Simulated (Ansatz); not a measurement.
Geometry optimisation, RKS B3LYP-D4/STO-3G in Ansatz.

Input file:

```yaml
crystal:
  periodic: [false, false, false]
  atoms:
    - { symbol: C, position_ang: [-0.8331, 1.7432, -0.0012] }
    - { symbol: Si, position_ang: [0.1488, 0.3962, 0.6393] }
    - { symbol: C, position_ang: [0.4704, -0.9271, -0.6842] }
    - { symbol: "N", position_ang: [0.6931, -2.2333, -0.3144] }
    - { symbol: O, position_ang: [0.6175, -0.5651, -1.8492] }
    - { symbol: H, position_ang: [-1.0864, 2.5422, 0.7671] }
    - { symbol: H, position_ang: [-1.8157, 1.4244, -0.3832] }
    - { symbol: H, position_ang: [-0.3376, 2.3206, -0.842] }
    - { symbol: H, position_ang: [-0.5474, -0.2137, 1.8376] }
    - { symbol: H, position_ang: [1.4251, 0.9413, 1.2244] }
    - { symbol: H, position_ang: [0.7973, -2.9203, -1.0189] }
    - { symbol: H, position_ang: [0.5449, -2.5634, 0.6586] }
basis:
  gaussian: { orbitals: STO-3G }
hamiltonian:
  xc: b3lyp
  dispersion: d4
relax:
  f_tol: 0.02
  max_steps: 40
scf:
  lower_state_search: "off"
```

Run as:

```bash
$ ansatz run input.yaml --threads 1 --pin off --max-ram 2048MiB --backend cpu --events-out ev --progress --plain --runs-dir out
```

**Question.** Where does it end, and by what steps?

**Answer.** The forces met the threshold. Limits of this set-up: minimal basis. After 8 steps the energy has fallen by 0.623 eV; N4 moved furthest, 0.24 Å.

```json
{"step": "0", "energy less start (eV)": "0.0000", "largest force component (eV/Å)": "3.888", "accepted": "yes"}
{"step": "1", "energy less start (eV)": "-0.4847", "largest force component (eV/Å)": "1.071", "accepted": "yes"}
{"step": "2", "energy less start (eV)": "-0.4905", "largest force component (eV/Å)": "1.651", "accepted": "yes"}
{"step": "3", "energy less start (eV)": "-0.5303", "largest force component (eV/Å)": "0.765", "accepted": "yes"}
{"step": "4", "energy less start (eV)": "-0.6041", "largest force component (eV/Å)": "0.639", "accepted": "yes"}
{"step": "5", "energy less start (eV)": "-0.6208", "largest force component (eV/Å)": "0.271", "accepted": "yes"}
{"step": "6", "energy less start (eV)": "-0.6230", "largest force component (eV/Å)": "0.065", "accepted": "yes"}
{"step": "7", "energy less start (eV)": "-0.6233", "largest force component (eV/Å)": "0.028", "accepted": "yes"}
{"step": "8", "energy less start (eV)": "-0.6233", "largest force component (eV/Å)": "0.017", "accepted": "yes"}
```

```xyz
12
Properties=species:S:1:pos:R:3
C -0.861 1.807 0.011
Si 0.148 0.382 0.690
C 0.502 -0.875 -0.720
N 0.914 -2.192 -0.225
O 0.518 -0.630 -1.952
H -1.021 2.582 0.772
H -1.846 1.468 -0.334
H -0.353 2.272 -0.842
H -0.570 -0.293 1.749
H 1.405 0.861 1.221
H 0.851 -2.934 -0.967
H 0.389 -2.505 0.629
```

Whether the end is a true minimum wasn't checked by a vibrational analysis.

The run took 33 s on 1 thread of Arm Neoverse N1, with other jobs on the host, peak memory 0.13 GiB.
